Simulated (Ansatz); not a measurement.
H₇BO₂Si₂ (SMILES [SiH3]OBO[SiH3]), singlet, geometry from GFN2-xTB, with bond 6-4 at 1.4 times its length; CASSCF(2,2)/6-31G run with Ansatz (a first-principles code).

Here is a job for Ansatz.
Ansatz 0.2 input:
```yaml
crystal:
  periodic: [false, false, false]
  atoms:
    - {symbol: B, position_ang: [-0.92020316, 0.18484360, 0.58092691]}
    - {symbol: H, position_ang: [-1.80966207, 0.20484136, 1.35984975]}
    - {symbol: O, position_ang: [0.11359493, -0.63239614, 0.75520994]}
    - {symbol: Si, position_ang: [1.01069478, -1.75604023, 1.47499820]}
    - {symbol: H, position_ang: [2.28584961, -1.09744656, 1.75585328]}
    - {symbol: H, position_ang: [1.16487807, -3.26745523, 0.10258003]}
    - {symbol: H, position_ang: [0.38390378, -2.23249074, 2.71126784]}
    - {symbol: O, position_ang: [-0.98433792, 0.99855149, -0.46793647]}
    - {symbol: Si, position_ang: [-0.29629621, 1.54140216, -1.82843067]}
    - {symbol: H, position_ang: [-0.09648146, 2.96869339, -1.57927905]}
    - {symbol: H, position_ang: [-1.29383413, 1.26228468, -2.86091199]}
    - {symbol: H, position_ang: [0.97477809, 0.88121263, -2.13624699]}
basis:
  gaussian:
    orbitals: 6-31G
hamiltonian:
  xc: hf
magnetization: {spin_polarized: false}
correlation: {active_space: {window: {electrons: 2, orbitals: 2}}}
```

It wrote (shortened):

```
Functional definition: HF
780 factors; integrals over basis functions are off by at most 2.0e-4 eV
mean field evaluation 1: about -20574.7656 eV, gradient 4.1e1 eV
mean field evaluation 2: about -20574.7772 eV, gradient 4.1e1 eV
mean field evaluation 4: about -20578.2997 eV, gradient 2.6e0 eV
mean field evaluation 8: about -20578.3288 eV, gradient 3.1e-4 eV
mean field -20578.32882385 eV, -756.2396357843 hartree, gradient 2.8e-6 eV, S^2 0.000000; 0 other end points of the search recorded, 0 dependent functions left out
reference -20578.32882385 eV, -756.2396357843 hartree; 28, 28 occupied and 39, 39 virtual orbitals, 780 factors
state -20579.05842561 eV, -756.2664481543 hartree
Total energy: -20579.05842561 eV, -756.2664481543 hartree
```
